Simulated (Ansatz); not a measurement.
The cluster CoO₂⁻. Charge -1, multiplicity 1. Geometry r2SCAN-D4/def2-TZVPD.

```xyz
3

Co    0.000    0.000    0.000
O    -0.622    0.223    1.458
O     0.622   -0.223   -1.458
```

LC-ωPBE has ω = 0.4 bohr⁻¹. B3LYP takes the VWN-RPA correlation. At PBE-D4/def2-TZVPD the restricted singlet is unstable: a solution with broken spin symmetry lies lower. At PBE-D4/def2-TZVPD the highest occupied level of the charge -1 singlet lies above zero (up to 0.45 eV). Its loss leaves the charge 0 doublet, which lies 2.78 eV higher (vertical, at PBE-D4/def2-TZVPD), but this difference is unsure: the doublet is doubtful (geometry relaxed on an unsound state). The restricted singlet is unstable towards broken spin symmetry at other levels; at B3LYP-D4/def2-TZVPD, PBE0-D4/def2-SVPD, LC-ωPBE/def2-TZVPD, ωB97M-V/def2-TZVPD this wasn't settled. The geometry of the singlet was relaxed on an unsound state (restricted singlet, unstable towards broken spin symmetry). The order of the spin states hangs on the level: the quintet lies 0.78 eV below the singlet at PBE0-D4/def2-TZVPD, but 0.36 eV above it at PBE-D4/def2-TZVPD. The singlet is doubtful at PBE0-D4/def2-TZVPD (restricted singlet, unstable towards broken spin symmetry). The singlet is doubtful at PBE-D4/def2-TZVPD (restricted singlet, unstable towards broken spin symmetry). The structure comes from a short search, and lower isomers may exist.

Question: Estimate the orbital energies around the gap (eV) in Ansatz with PBE-D4/def2-TZVPD, B3LYP-D4/def2-TZVPD, PBE0-D4/def2-SVPD, LC-ωPBE/def2-TZVPD, ωB97M-V/def2-TZVPD.

Answer: 
```tsv
orbital	PBE-D4/def2-TZVPD	B3LYP-D4/def2-TZVPD	PBE0-D4/def2-SVPD	LC-ωPBE/def2-TZVPD	ωB97M-V/def2-TZVPD
HOMO−9	-16.40	-18.48	-18.55	-21.75	-21.76
HOMO−8	-4.54	-6.25	-6.54	-9.55	-9.43
HOMO−7	-3.56	-4.56	-4.72	-8.03	-7.38
HOMO−6	-3.56	-4.56	-4.72	-8.03	-7.38
HOMO−5	-1.90	-2.90	-3.09	-5.97	-5.57
HOMO−4	-1.90	-2.72	-2.82	-5.50	-5.44
HOMO−3	-1.65	-2.72	-2.82	-5.50	-5.44
HOMO−2	0.25	-2.12	-2.42	-5.40	-5.08
HOMO−1	0.25	-2.12	-2.42	-5.40	-5.08
HOMO	0.45	-0.97	-1.13	-4.03	-3.90
LUMO	1.28	2.34	2.74	4.90	4.83
LUMO+1	1.28	2.34	2.74	4.90	4.98
LUMO+2	3.85	4.08	4.46	5.44	4.98
LUMO+3	4.29	4.52	5.06	5.63	5.03
LUMO+4	4.36	4.65	5.06	6.01	5.48
LUMO+5	4.36	4.65	5.12	6.01	5.48
```
